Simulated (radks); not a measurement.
Neutral promethium, 61 electrons, occupied as [Xe] 4f5 6s1 5f1 (not the ground configuration).

Method: Dirac Kohn-Sham, PBE, spin-unpolarised, spherical densities, finite nucleus; open shells fill j = l - 1/2 first; Fermi nuclear charge, rms radius 4.962 fm; computed with a radial shooting solver on a logarithmic mesh with Libxc functionals.

Energy parts (hartree):
| part | energy |
|---|---|
| total | -10026.3996 |
| kinetic | 10840.6294 |
| electron-nucleus | -24522.4313 |
| Hartree | 3884.9789 |
| exchange-correlation | -229.5766 |

Orbitals (lengths in bohr, moments of r in powers of bohr; <r^-3> diverges for s and p1/2):
| orbital | occ. | eigenvalue (hartree) | <r^-3> | small-component weight |
|---|---|---|---|---|
| 1s1/2 | 2 | -1652.925 | - | 5.13e-02 |
| 2s1/2 | 2 | -268.7435 | - | 1.12e-02 |
| 2p1/2 | 2 | -254.5134 | - | 1.13e-02 |
| 2p3/2 | 4 | -233.9254 | 8410 | 1.05e-02 |
| 3s1/2 | 2 | -58.71118 | - | 3.50e-03 |
| 3p1/2 | 2 | -52.60781 | - | 3.45e-03 |
| 3p3/2 | 4 | -48.46794 | 1742 | 3.24e-03 |
| 3d3/2 | 4 | -37.85794 | 289.4 | 3.12e-03 |
| 3d5/2 | 6 | -36.96077 | 260.3 | 3.06e-03 |
| 4s1/2 | 2 | -11.78951 | - | 1.10e-03 |
| 4p1/2 | 2 | -9.46735 | - | 1.02e-03 |
| 4p3/2 | 4 | -8.56453 | 380.8 | 9.53e-04 |
| 4d3/2 | 4 | -4.74547 | 52.94 | 7.96e-04 |
| 4d5/2 | 6 | -4.58508 | 47.05 | 7.77e-04 |
| 5s1/2 | 2 | -1.69043 | - | 2.29e-04 |
| 5p1/2 | 2 | -1.07147 | - | 1.80e-04 |
| 5p3/2 | 4 | -0.95135 | 49.96 | 1.62e-04 |
| 6s1/2 | 1 | -0.23948 | - | 3.12e-05 |
| 4f5/2 | 5 | -0.23698 | 5.592 | 4.03e-04 |
| 4f7/2 | 0 | -0.21977 | 5.386 | 3.95e-04 |
| 5d3/2 | 0 | -0.20518 | 2.739 | 6.08e-05 |
| 5d5/2 | 0 | -0.19714 | 2.373 | 5.80e-05 |
| 6p1/2 | 0 | -0.13731 | - | 1.98e-05 |
| 6p3/2 | 0 | -0.12668 | 4.488 | 1.82e-05 |
| 7s1/2 | 0 | -0.05663 | - | 5.20e-06 |
| 5f5/2 | 1 | -0.01568 | 0.002153 | 1.07e-06 |
| 5f7/2 | 0 | -0.01568 | 0.002349 | 1.09e-06 |

The highest occupied level is 5f5/2 at -0.427 eV. The configuration is held as typed, so some empty levels lie below it. The electron density at the nucleus is 4.927e+05 e/bohr^3.
